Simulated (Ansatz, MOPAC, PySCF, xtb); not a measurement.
C2H4 (SMILES C=C) and CH6Si (SMILES C[SiH3]) are pulled apart as rigid monomers along the line of their centres of mass, from the B3LYP-D3(BJ)/def2-TZVP minimum. Starting geometry (charge 0, multiplicity 1):
```xyz
14

C      0.4907    -0.0153     0.0182
C     -0.8089     0.2180     0.1247
H      1.2180     0.5442     0.5933
H      0.8806    -0.7758    -0.6477
H     -1.5376    -0.3411    -0.4499
H     -1.1958     0.9785     0.7919
C     -0.7615    -1.0162     3.7708
Si     0.5321     0.3367     3.8616
H     -1.7156    -0.6699     4.1723
H     -0.4501    -1.8898     4.3465
H     -0.9168    -1.3242     2.7362
H      0.1011     1.5342     3.0992
H      1.8239    -0.1275     3.3002
H      0.7612     0.7482     5.2690
```

Interaction energies with rigid monomers; basis-set methods are counterpoise corrected unless marked otherwise.

Rows in 6-311+G** carry no dispersion term and start afresh at each structure. The state that PM6 reach isn't checked.

Run with Ansatz (Gaussian basis) for Hartree–Fock, density functionals and correlated methods; MOPAC for PM6 (differences of heats of formation); PySCF for 6-311+G** rows, the dispersion terms; xtb for the GFN methods. Each number belongs to the level named beside it.

| H3···Si8 (Å) | GFN-FF (kcal/mol) | PM6 (kcal/mol) | PBE-D3(BJ)/def2-TZVPPD (kcal/mol) | r2SCAN/def2-TZVPPD (kcal/mol) | B3LYP/6-311+G** (no counterpoise) (kcal/mol) |
|---|---|---|---|---|---|
| 3.03 | -0.80 | 0.42 | -1.31 | -0.13 | [?] |
| 3.35 | -1.14 | -0.27 | -1.99 | -0.95 | 0.57 |
| 3.83 | -0.94 | -0.17 | -1.60 | -0.77 | 0.02 |
| 4.65 | -0.46 | 0.01 | [?] | -0.29 | -0.05 |
| 5.96 | -0.12 | 0.02 | -0.17 | -0.06 | -0.04 |

### Question
Some entries are withheld; supply them.

### Answer

- 3.03, B3LYP/6-311+G** (no counterpoise) (kcal/mol): 2.16
- 4.65, PBE-D3(BJ)/def2-TZVPPD (kcal/mol): -0.70

Ansatz is an electronic-structure program.
